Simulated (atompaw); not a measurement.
# What one change does to a pseudopotential (Hg (Z = 80), PAW (atompaw))

* Element: Hg
* Generator: atompaw 4.2.0.5
* Type: PAW
* Functional: PBE
* Relativity: non-relativistic
* Frozen core: [Kr] 4d10 4f14
* Valence charge: 20
* Reference configuration: 5s2 5p6 5d10 6s1.5 6p0.5
* Partial waves: 5s (bound); 6s (bound); 5p (bound); 6p (bound); 5d (bound); 5d channel at -0.65 Ry
* Local potential: bessel scheme, radius 1.95 bohr
* Core correction: smooth core density matched at 1.85 bohr
* Augmentation charge: gaussian compensation charge, radius 1.85 bohr; PAW radius 2.10 bohr; waves and projectors: bloechl

Change: all radii scaled by about 1.20 (s 1.32, p 2.34, d 1.92 bohr); local potential bessel scheme, radius 2.34 bohr; augmentation gaussian compensation charge, radius 2.22 bohr; PAW radius 2.52 bohr; waves and projectors: bloechl; core correction smooth core density matched at 2.22 bohr.

Cutoffs: the cutoffs (Ry, on a coarse ladder) from which the occupation-weighted sum of valence levels, in a spherical-Bessel basis at the reference potential, stays within 10 and 1 mRy of its value at 400 Ry; they do not see the model core or the augmentation charge, which bear on the density cutoff.

Task: What does the change do?

Result: The potential gets softer (45 Ry and 55 Ry → 35 Ry and 45 Ry); neither file shows a bound ghost. A larger radius leaves more room for a smooth pseudo-wave, so fewer plane waves are needed.

```tsv
quantity	base	changed
cutoff, loose	45 Ry	35 Ry
cutoff, tight	55 Ry	45 Ry
loose cutoff by channel (10 mRy a level)	s 30 Ry, p 35 Ry, d 30 Ry	s 21 Ry, p 25 Ry, d 25 Ry
bound ghosts	none	none
lowest overlap eigenvalue by channel	s 0.40, p 0.59, d 0.00	s 0.53, p 0.67, d 0.92
```

 The cutoffs see the waves, projectors and local potential, not the compensation charge or the core.
